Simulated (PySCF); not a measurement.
# Working out the ionisation energy of S⁺

S⁺ [Ne] 3s2 3p3 (4S) → S²⁺ [Ne] 3s2 3p2 (3P). All numbers are calculated (PySCF 2.14, scalar relativity by spin-free X2C-1e, in x2c-QZVPPall with one added diffuse shell each of s, p, d, f type (10s7p5d3f1g, 86 functions)). Frozen: [Ne]. Energies in hartree (1 hartree = 27.21139 eV):

```
            part   S⁺ (lower)  S²⁺ (upper)
             UHF  -398.258938  -397.424336
CCSD correlation    -0.114444    -0.092918
             (T)    -0.004243    -0.002509
```

Task: What does Hartree-Fock give?

Result: (-397.424336) − (-398.258938) = 0.834602 hartree = 22.711 eV.

Task: What do CCSD and CCSD(T) give?

Result: The CCSD correlation energies differ by 0.021526 hartree = 0.586 eV and the triples by 0.001734 hartree = 0.047 eV, so CCSD gives 23.297 eV and CCSD(T) 23.344 eV.

Reference: 23.338 eV (measured; NIST Atomic Spectra Database, ionization energies), between the lowest levels; spin-orbit coupling is absent from the calculation.

What remains against the reference includes basis incompleteness, the frozen core and higher excitations.
